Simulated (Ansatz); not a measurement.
Ba₆O₆⁺, relaxed as a doublet with UKS PBE-D4/def2-SVP in Ansatz, starting from the GFN1-xTB geometry. Force threshold 0.03 eV/Å.

In the def2 sets Ba takes a core potential; there is no spin–orbit coupling. The structure holds one bond between oxygen atoms, so isomers without such links may lie far lower. The relaxation made no stability test and no search for a lower SCF solution. The structure comes from a short search, and lower isomers may exist.

Start:

```xyz
12

Ba    0.164    2.186   -1.401
Ba   -0.387    1.061    2.540
Ba    0.307   -2.528    1.474
Ba    0.908   -1.262   -2.313
Ba   -2.315   -0.474   -0.748
Ba    2.977    0.222    0.831
O     1.265   -0.519    2.247
O    -1.251    1.579    0.414
O    -2.271    0.896    1.250
O    -0.545   -2.185   -0.587
O    -0.892    0.376   -2.521
O     2.039    0.649   -1.186
```

Task: Estimate the energy that the relaxation releases and the steps that it takes.

Result: 135.4 kJ/mol, in 17 steps; 4.5 min on 4 threads of Arm Neoverse V2 on a shared host. No frequencies were taken in this run, so the end may be a saddle point.

Task: Does the start keep its bonding?

Result: Bonds formed: Ba3–O9 (atoms count from 1). Metal–metal contacts that move far: Ba2–Ba5 4.11 to 4.95 Å.

Task: Predict the relaxed structure.

Result: 
Cartesian coordinates in Å:
```
Ba 0.254 2.151 -1.324
Ba -0.221 1.503 2.811
Ba -0.223 -2.079 1.534
Ba 0.863 -1.290 -2.517
Ba -2.499 -0.480 -1.108
Ba 3.167 0.358 0.887
O 1.268 -0.251 2.231
O -1.316 1.210 0.542
O -1.773 0.071 1.396
O -0.667 -2.071 -0.770
O -0.823 0.448 -2.558
O 1.971 0.431 -1.124
```
Bond lengths (bridged metal pairs left out): 18 × Ba–O 2.34 to 2.66 Å; 1 × Ba–Ba 5.13 Å; 1 × O–O 1.50 Å.
